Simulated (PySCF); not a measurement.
A run for PySCF: U-HF/LANL2DZ on H2OPb (SMILES [OH][PbH]), a point of a bond scan (R = 3.084 Å).

```python
from pyscf import gto, scf, dft, mp
from pyscf.data.elements import chemcore

mol = gto.M(
    atom='''
    Pb   -0.12011852   -0.10155163    0.14050756
    H    -1.48640490    0.02135024   -1.14319190
    O     1.29889476    0.89352213   -1.05799410
    H     0.16632209    1.73891243   -3.79873279
    ''',
    basis='lanl2dz',
    ecp={'Pb': 'lanl2dz'},
    charge=0, spin=0, verbose=3, max_memory=1800)
mf = scf.UHF(mol)
mf.conv_tol = 1e-8
mf.max_cycle = 100
mf.init_guess_breaksym = True
mf.kernel()
if not mf.converged:
    mf = mf.newton().run(mf.mo_coeff, mf.mo_occ)
for _ in range(4):
    mo, _, stable, _ = mf.stability(return_status=True)
    if stable:
        break
    mf.kernel(mf.make_rdm1(mo, mf.mo_occ))
```

Q: Predict the final total energy.

A: -79.2298 hartree. Its determinant has ⟨S²⟩ = 1.02, a mixture of spin states.
